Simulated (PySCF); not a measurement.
PbCl2 at several levels of theory

Computed with PySCF 2.14.0 (density fitting, no spin-orbit coupling) at the geometry relaxed with PBE0:

```xyz
3
PbCl2 (singlet)
Pb    0.0000    0.0000   -0.6289
Cl    1.8962    0.0000    0.9743
Cl   -1.8962    0.0000    0.9743
```

```tsv
level	basis	state	HOMO (eV)	gap (eV)	charge on Pb1 (e)	dipole about the centre of mass (D)	largest force component (eV/Å)
PBE0	Pb def2-SVP with ECP60, Cl def2-SVP	singlet	-7.99	4.93	0.72	4.52	0.03
PBE0	Pb def2-TZVP with ECP60, Cl def2-TZVP	singlet	-8.22	5.02	0.84	4.70	0.40
PBE0	Pb x2c-SVPall, Cl x2c-SVPall	singlet	-7.99	4.91	0.74	4.50	0.38
```

Charges are Mulliken's, which hang on the basis. The relaxation used the grid (50, 194), these runs (75, 302) or, all-electron (x2c bases, spin-free X2C Hamiltonian), (99, 590).

Task: Order these levels, in the first row's basis, by the HOMO–LUMO gap they give here, smallest first.
A. TPSSh
B. BP86
C. TPSS
D. B3LYP

Result: B (3.12 eV), C (3.31 eV), A (4.01 eV), D (4.44 eV).

Task: And their other results?

Result: 
```tsv
level	state	HOMO (eV)	gap (eV)	charge on Pb1 (e)	dipole about the centre of mass (D)	largest force component (eV/Å)
B3LYP	singlet	-7.69	4.44	0.68	4.29	0.28
TPSSh	singlet	-7.38	4.01	0.71	4.45	0.16
TPSS	singlet	-6.91	3.31	0.68	4.28	0.28
BP86	singlet	-6.88	3.12	0.62	4.03	0.30
```

In the first row's basis the gap widens with exact exchange: 3.1 to 3.3 eV for BP86, TPSS (none); 4.0 to 4.9 eV for TPSSh, B3LYP, PBE0 (a fixed share).
